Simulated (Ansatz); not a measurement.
Compare A (`FCN[SiH2][SiH3]`) with its isomer B (`NC(F)([SiH3])[SiH3]`).

Isolated molecules relaxed with PBE0-D4/def2-TZVP in Ansatz; ΔE leaves out vibrations. CCSD(T)/CBS adds triple-zeta CCSD(T) − MP2 to the extrapolated MP2 energy (def2 sets, frozen cores). DFT in def2-TZVPP. B3LYP here is the variant with VWN-RPA as its local correlation; programs differ in this. Each species was taken in one conformer, which may not be the lowest.

(1) Which isomer does CCSD(T)/CBS put lower? Give the gap. (Estimate.)

(2) Give E(B) − E(A) in kJ/mol with HF/def2-TZVPP, B3LYP-D4, r2SCAN-D4, CCSD(T)/def2-TZVPP, ωB97M-V, MP2/def2-TZVPP, PBE-D4. (Estimate.)

Largest T1 diagnostic: 0.013.

Answers

(1) The calculation gave: A, by 83.7 kJ/mol.

(2) The calculation gave: HF/def2-TZVPP 101.0, B3LYP-D4 82.7, r2SCAN-D4 83.8, CCSD(T)/def2-TZVPP 85.7, ωB97M-V 76.3, MP2/def2-TZVPP 83.4, PBE-D4 81.8. None reverses the order clearly.

The D4 term adds −4.4 kJ/mol with B3LYP and −2.0 kJ/mol with PBE0; it sums over pairs of atoms, weighted by their polarisabilities, and B3LYP, whose exchange is more repulsive, gets the larger term. From PBE to PBE0 (25 % exact exchange), in def2-TZVPP and without D4, E(B) − E(A) moves by +6.0 kJ/mol.
